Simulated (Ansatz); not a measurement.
The same path of CH₆Sn (8 atoms, charge 0, multiplicity 1) was run twice with different band settings. Lost on the way: Sn1–C2, Sn1–H6. Made: C2–H6.

Method: RKS B3LYP-D4/def2-SVP in Ansatz 0.2.0.

Relaxed end points:

```xyz
8
Properties=species:S:1:pos:R:3
Sn 0.449 0.019 0.030
C 1.063 -0.022 2.110
H 0.181 -0.134 2.758
H 1.744 -0.868 2.283
H 1.581 0.913 2.367
H 1.826 0.166 -0.993
H -0.597 1.358 -0.249
H -0.387 -1.433 -0.368
```

```xyz
8
Properties=species:S:1:pos:R:3
Sn 0.049 -0.029 -1.011
C 1.525 0.022 1.870
H 0.443 -0.177 1.812
H 2.014 -0.816 2.385
H 1.686 0.960 2.419
H 1.982 0.123 0.869
H -0.929 1.229 -0.193
H -0.912 -1.313 -0.213
```

Common settings: spring 5.0 eV/Å²; optimiser quadratic models (default); start path through a guess of the saddle point; force threshold 0.05 eV/Å; iteration limit 60; end points relaxed.

| run | movable images | climbing image |
| --- | --- | --- |
| 1 | 5 | yes |
| 2 | 6 | no |

(1) What does each run give, and how far can it be trusted?

Answers

(1) Run 1: converged after 17 iterations, highest image 2.269 eV above the first end. Neighbouring images differ by up to 1.2 eV, so the band resolves the path poorly. A vibrational analysis at the climbing image gives one clearly imaginary mode, 1068i cm⁻¹: a first-order saddle point.
Run 2: converged after 11 iterations, highest image 2.082 eV above the first end. Neighbouring images differ by up to 1.5 eV, so the band resolves the path poorly. No image climbed, so the highest image needn't sit at the top of the path.
The orbitals stay closed-shell, which can raise the energy where a bond breaks towards radicals; this wasn't checked here.
